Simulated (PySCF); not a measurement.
Si(Cl)(F)2(NCO) (CClF2NOSi), SMILES Cl[Si](F)(N=C=O)F. Atoms are numbered in the order given.

```xyz
7

O      0.4255     3.4550     0.0000
C      0.1543     2.3221     0.0000
N     -0.1370     1.1551     0.0000
Si    -0.3698    -0.5108     0.0000
F     -1.2182    -0.9329     1.2906
F     -1.2182    -0.9329    -1.2906
Cl     1.3961    -1.5128     0.0000
```

Geometry optimised at B3LYP-D3(BJ)/def2-SVP. One conformer was computed; it need not be the lowest.

Calculation: B3LYP-D3(BJ)/def2-SVP (PySCF).

Frequencies are harmonic and unscaled.

Q: Estimate the vibrational spectrum. (Estimate from the structure and the level; the computed values follow.)

A: 
| mode | ν (cm⁻¹) | IR (km/mol) | moving atoms (share of kinetic energy) |
|---|---|---|---|
| 1 | 43 | 0.1 | O 36 %, Cl 30 %, N 19 %, F 10 % |
| 2 | 53 | 0.1 | F 35 %, N 33 %, O 29 % |
| 3 | 214 | 0.8 | F 67 %, Cl 19 %, N 9 % |
| 4 | 216 | 1.9 | N 38 %, F 33 %, Cl 19 % |
| 5 | 301 | 34.4 | F 61 %, O 11 %, C 8 %, N 8 % |
| 6 | 324 | 21.6 | F 40 %, N 30 %, Si 21 % |
| 7 | 332 | 29.3 | F 42 %, Cl 32 %, N 16 %, Si 8 % |
| 8 | 530 | 41.5 | Cl 29 %, F 29 %, Si 22 %, O 11 % |
| 9 | 618 | 26.5 | C 71 %, O 15 %, N 13 % |
| 10 | 620 | 37.4 | C 71 %, O 15 %, N 14 % |
| 11 | 698 | 367.1 | Si 68 %, O 14 %, Cl 9 % |
| 12 | 917 | 222.4 | F 55 %, Si 43 % |
| 13 | 993 | 165.5 | F 51 %, Si 49 % |
| 14 | 1561 | 83.9 | N 58 %, O 37 % |
| 15 | 2466 | 1504.6 | C 70 %, N 18 %, O 12 % |
